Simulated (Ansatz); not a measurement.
Ideal-gas functions of CHF₅Si (`F[SiH](F)C(F)(F)F`) at 500 K and 1 bar, from an Ansatz frequency run at PBE0-D4/def2-TZVP.

Molar mass 136.1 g/mol, point group Cs (symmetry number 1), electronic degeneracy 1, moments of inertia 161.066, 300.673, 353.962 u Å². Harmonic wavenumbers (cm⁻¹, unscaled): 39, 121, 151, 250, 284, 362, 438, 527, 536, 746, 812, 820, 901, 995, 1141, 1155, 1259, 2321.

Use S(trans) = R[1.5 ln M + 2.5 ln T − 1.1517]; rotational temperatures θ = 24.2544 K / I; S(rot) = R[ln(√π/σ · √(T³/θAθBθC)) + 1.5]; for each mode x = 1.438777 ν̃/T, S = R[x/(eˣ − 1) − ln(1 − e⁻ˣ)] and H = RT x/(eˣ − 1); 1 cm⁻¹ = 0.0119627 kJ/mol; R = 8.31446 J/(mol·K).

Question: By hand: the entropy, in J/(mol·K).

Answer: Translation 180.9. Rotation: θ = 0.1506, 0.0807, 0.0685 K, giving 124.2. Vibration, mode by mode: 26.50, 17.13, 15.31, 11.23, 10.22, 8.34, 6.92, 5.61, 5.49, 3.40, 2.92, 2.87, 2.39, 1.93, 1.38, 1.34, 1.05, 0.08, in all 124.1. Electronic 0.0. Sum 429.2 J/(mol·K).

Question: By hand: H − E and G − E in kJ/mol, counted from the electronic energy.

Answer: Zero-point energy ½ × 12858 × 0.0119627 = 76.9; thermal vibration 30.5; translation, rotation and pV give 4 RT = 16.6. H − E = 124.0 kJ/mol, and G − E = 124.0 − 500 × 429.2/1000 = -90.6 kJ/mol.

Vibration gives 29 % of the entropy, 43.6 J/(mol·K) of it from the modes under 150 cm⁻¹: soft modes count most, and the harmonic formula is weakest for them.
